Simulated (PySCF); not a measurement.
CHO₂, SMILES O[C]=O, multiplicity 2. Atoms are numbered in the order given.

```xyz
4

O      0.1724     1.1669     0.0000
C     -0.4195     0.1315     0.0000
O      0.0163    -1.1251     0.0000
H      1.0072    -1.1233     0.0000
```
Charge 0, spin multiplicity 2.

Geometry: PBE-D3(BJ)/def2-TZVP. The isomer is the one that the SMILES or the coordinates give; other isomers of the formula were not compared. One conformer was computed; it need not be the lowest.

Computed with PySCF with PBE-D3(BJ)/def2-TZVP.

No scaling factor is applied to the harmonic values.

Task: Give all harmonic wavenumbers and intensities. (The exact figures need the calculation; the answer reports its results.)

Result: 
```
mode  ν (cm⁻¹)  IR (km/mol)  moving atoms (share of kinetic energy)
----  --------  -----------  --------------------------------------
1          572         26.9                  O 48 %, C 30 %, H 22 %
2          593         95.3                  H 63 %, C 19 %, O 18 %
3         1030        121.9                  O 64 %, C 23 %, H 13 %
4         1256          1.0                  H 61 %, C 29 %, O 10 %
5         1811        289.6                          C 61 %, O 39 %
6         3395          6.3                                  H 95 %
```
